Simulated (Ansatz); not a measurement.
Cost and result for the atomization energy of `CC[O][Sb]([SiH3])[O]CC` (21 atoms, 20 bonds).

```xyz
21

C     0.549    0.575    2.596
C     0.417    1.901    1.881
O     0.630    1.788    0.490
Sb   -0.823    1.141   -0.675
Si    0.571    1.855   -2.731
O    -0.230   -0.709   -0.982
C    -0.705   -1.761   -0.171
C    -0.871   -3.007   -1.008
H     0.477    0.710    3.679
H     1.511    0.113    2.365
H    -0.242   -0.117    2.293
H    -0.565    2.346    2.098
H     1.171    2.603    2.254
H     1.955    1.347   -2.565
H     0.579    3.339   -2.838
H    -0.039    1.292   -3.966
H     0.012   -1.947    0.640
H    -1.664   -1.500    0.304
H    -1.612   -2.848   -1.794
H    -1.197   -3.847   -0.388
H     0.076   -3.274   -1.481
```

Charge 0, multiplicity 1. Correlated methods include outer-core shells of Sb, which these sets cover unevenly. Sb: def2 effective core potential. Geometry: relaxed with PBE0-D4/def2-TZVP. It is one conformer, not always the lowest. Program: Ansatz. All runs use 4 threads of an AMD EPYC 7R13 on a shared host and a share of an NVIDIA H100 80 GB. Times are those of one run each, without the atoms' runs, and a repeat can differ threefold. Electronic energies, without spin–orbit coupling; frozen cores. CCSD(T)/CBS adds CCSD(T) − MP2 in def2-TZVPP to the MP2 limit, and its time is that of the two runs behind it. T1 = 0.014. With those shells the extrapolation isn't a true limit. HSE06 is the plane-wave form, built on full-range PBE exchange.

CCSD(T)/CBS is a level of theory with its own doubt, some kJ/mol a heavy atom from the limit and from the frozen cores, so smaller differences don't rank the functionals.

```
                             level  functions  wall time  atomization (kJ/mol)  difference from CCSD(T)/CBS  per bond
                BLYP-D4/def2-TZVPP        460      3.4 s                7596.6                         -8.2      -0.4
           CAM-B3LYP-D4/def2-TZVPP        460      3.5 s                7626.8                         22.0       1.1
                PBE0-D4/def2-TZVPP        460      3.6 s                7580.0                        -24.8      -1.2
               PBE-QIDH/def2-TZVPP        460      3.8 s                7505.7                        -99.1      -5.0
                  CCSD(T)/def2-SVP        193      4.1 s                7140.9                       -463.9     -23.2
                 B2PLYP/def2-TZVPP        460      4.3 s                7495.9                       -108.9      -5.4
               HSE06-D4/def2-TZVPP        460      4.4 s                7583.2                        -21.6      -1.1
r2SCAN-D4/def2-TZVPP (with forces)        460      4.6 s                7593.1                        -11.7      -0.6
                ωB97X-V/def2-TZVPP        460      4.6 s                7622.8                         18.0       0.9
  ωB97M-V/def2-TZVPP (with forces)        460      6.5 s                7591.5                        -13.3      -0.7
                    MP2/def2-QZVPP        884       11 s                7587.2                        -17.6      -0.9
                CCSD(T)/def2-TZVPP        460       54 s                7392.8                       -212.0     -10.6
                 CCSD(T)/CBS(def2)          –       65 s                7604.8                          0.0       0.0
```

From PBE to PBE0 (25 % exact exchange), in def2-TZVPP and without D4, the atomization energy moves by −134.9 kJ/mol: exact exchange takes away binding that semilocal exchange gives to molecules. In def2-TZVPP, CCSD(T) changes the Hartree–Fock value by +1946.9 kJ/mol (the triples alone add +113.3 kJ/mol) and MP2 by +2014.0 kJ/mol; breaking electron pairs costs correlation energy, which Hartree–Fock lacks. Leaving LDA and LC-ωPBE aside and taking each functional with its dispersion term where it has one, the values, not all of them listed here, spread over 342.1 kJ/mol, from BHLYP-D4 to PBE-D4. LDA lies +1022.4 kJ/mol from PBE without D4, its usual overbinding.
